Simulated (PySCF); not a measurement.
C₈H₁₄OS.
Numbering: `[CH3:1][S@@:2](=[O:3])[C@:4]12[CH2:5][CH2:6][C@@:7]1([CH3:8])[CH2:9][CH2:10]2` (hydrogens: H11, H12, H13 on C1; H14, H15 on C5; H16, H17 on C6; H18, H19, H20 on C8; H21, H22 on C9; H23, H24 on C10)

Jobs on this species (24 atoms, 86 electrons) with PySCF (density fitting). Hardware of each: an Arm Neoverse V1 with one thread, no GPU, shared host. Other jobs ran on the host; a repeat could differ by tens of per cent or more.

```tsv
level and settings	work	basis functions	SCF cycles	wall time
PBE0-D3(BJ)/def2-SVP, grid level 1	geometry optimisation from a GFN2-xTB start	214	?	?
PBE0/pcSseg-1	shieldings, charges and field gradients	247	15	62 s
CAM-B3LYP/pcSseg-1	shieldings	247	14	86 s
CAM-B3LYP/def2-SVPD	10 singlets by full TDDFT, 4 Tamm–Dancoff triplets, polarisability, ΔSCF ions	322	14	7.9 min
```

Problem. Fill in the missing figures.

Solution. 
- PBE0-D3(BJ)/def2-SVP, grid level 1; geometry optimisation from a GFN2-xTB start: 2.8 min, 44 SCF cycles

Problem. What do all jobs in the table cost together?

Solution. About 13 min; the longest takes about 60 % of that, and about 7.6 times as long as the shortest.
